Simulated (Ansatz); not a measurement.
Ansatz results at the PBE0-D4/def2-TZVP geometry: HOMO–LUMO gap (PBE/def2-TZVPP) 6.51 eV; size of the dipole moment (ωB97M-V/def2-TZVPP) 0.55 D; LUMO energy (PBE/def2-TZVPP) 0.13 eV.

Each molecule was computed in one conformer, which needn't be the lowest.

Question: Which molecule gave them?
A. `C#[C][GeH2][CH3]`
B. `C[CH2][GeH]([CH2]C)[CH2]C`
C. `[Cl][Ge]([Cl])([Br])[Br]`
D. `[F][Ge]([F])([F])[c]1ccccc1`

Answer: B. The others give `C#[C][GeH2][CH3]`: 6.11, 0.76, -0.68; `[Cl][Ge]([Cl])([Br])[Br]`: 4.16, 0.33, -3.47; `[F][Ge]([F])([F])[c]1ccccc1`: 4.83, 4.67, -2.31.
